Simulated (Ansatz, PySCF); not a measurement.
Dimer: dimethyl selenide (SMILES C[Se]C) (first 9 atoms) with NH3 (SMILES N); geometry from B3LYP-D3(BJ)/def2-TZVP, rigid monomers moved along the line of their centres of mass till H8···N10 is 2.44 Å.
(charge 0, multiplicity 1):
```xyz
13

C     -0.799     0.063    -1.832
Se    -0.605     0.357     0.097
C      1.318     0.730     0.103
H     -0.178    -0.773    -2.148
H     -1.845    -0.170    -2.018
H     -0.525     0.964    -2.377
H      1.860    -0.113    -0.322
H      1.587     0.856     1.149
H      1.525     1.638    -0.460
N      0.354     0.173     3.145
H      0.750    -0.197     4.002
H     -0.391     0.809     3.404
H     -0.075    -0.599     2.645
```

Interaction energies are E(AB) − E(A) − E(B) at the monomers' geometry in the complex; basis-set methods are counterpoise corrected. Rows marked so take none.

Rows in 3-21G, 6-31G* carry no dispersion term and start afresh at each structure (6-31G* with six Cartesian d functions); the Pople sets are all-electron and without relativity. MP2/6-31G* freezes PySCF's default core, which leaves 3d correlated.

The values were computed with Ansatz (Gaussian basis) for Hartree–Fock, density functionals and correlated methods; PySCF for 3-21G rows, 6-31G* rows. Values without a source in brackets are computed.

**Question.** What is the computed interaction energy (HF/3-21G (no counterpoise))?

**Answer.** -14 kJ/mol

**Question.** Estimate the interaction energy that wB97X-V/def2-TZVPPD returns for this input.

**Answer.** -9 kJ/mol

**Question.** Give the interaction energy at the level MP2/6-31G*.

**Answer.** -4 kJ/mol

Ansatz is an electronic-structure program.
